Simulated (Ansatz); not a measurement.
(H2Al-mu-SH)2 (Al2H6S2), 10 atoms. Hardware: 4 threads of Arm Neoverse V1 on a shared host.

Correlated methods freeze 20 core orbitals.

Question: How many basis functions does each of these Ansatz runs have, and roughly what does it cost? PBE-D4/def2-TZVP, charge 1 doublet, energy, from earlier orbitals; PBE0-D4/def2-SVP, charge 0 singlet, energy with a search over starts; PBE0-D4/def2-TZVP, charge 1 doublet at the geometry of the charge 0 singlet, energy, from earlier orbitals; r2SCANh-D4/def2-TZVP, charge 0 singlet, energy, from earlier orbitals; B3LYP-D4/def2-SVP, charge 0 singlet, relaxation, 7 steps; PBE0-D4/def2-SVP, charge 1 doublet at the geometry of the charge 0 singlet, energy with a search over starts; HF/def2-TZVP, charge 0 singlet, energy, from earlier orbitals; PBE-D4/def2-TZVP, charge 0 triplet at the geometry of the charge 0 singlet, energy, from earlier orbitals; MP2/def2-TZVP, charge 0 singlet, energy, from earlier orbitals; PBE-D4/def2-TZVP, charge 0 singlet, energy, from earlier orbitals; PBE-QIDH/def2-TZVP, charge 0 singlet, energy, from earlier orbitals; PBE-D4/def2-SVP, charge 0 singlet, energy, from earlier orbitals.

Answer: Other jobs shared the machine, so times can vary by a factor of up to 3. A dash marks memory too small to be measured apart from the calling script's.

```
                                                                                                         run  functions  fitting or Cholesky vectors  wall time  peak host memory (GiB)
                                            PBE-D4/def2-SVP, charge 0 singlet, energy, from earlier orbitals        102                         1144      1.1 s                       –
                                               HF/def2-TZVP, charge 0 singlet, energy, from earlier orbitals        184                         1542      1.5 s                       –
                                        PBE0-D4/def2-SVP, charge 0 singlet, energy with a search over starts        102                          948      1.6 s                       –
                                              MP2/def2-TZVP, charge 0 singlet, energy, from earlier orbitals        184                         1202      1.9 s                       –
                                           PBE-D4/def2-TZVP, charge 0 singlet, energy, from earlier orbitals        184                         1304      1.9 s                       –
                                           PBE-D4/def2-TZVP, charge 1 doublet, energy, from earlier orbitals        184                         1304      3.9 s                       –
                                         PBE-QIDH/def2-TZVP, charge 0 singlet, energy, from earlier orbitals        184                         1202      4.7 s                       –
                                       r2SCANh-D4/def2-TZVP, charge 0 singlet, energy, from earlier orbitals        184                         1304      5.5 s                       –
   PBE-D4/def2-TZVP, charge 0 triplet at the geometry of the charge 0 singlet, energy, from earlier orbitals        184                         1304       12 s                       –
                                                    B3LYP-D4/def2-SVP, charge 0 singlet, relaxation, 7 steps        102                         1022       12 s                       –
PBE0-D4/def2-SVP, charge 1 doublet at the geometry of the charge 0 singlet, energy with a search over starts        102                          948       15 s                       –
  PBE0-D4/def2-TZVP, charge 1 doublet at the geometry of the charge 0 singlet, energy, from earlier orbitals        184                         1364       16 s                    0.99
```
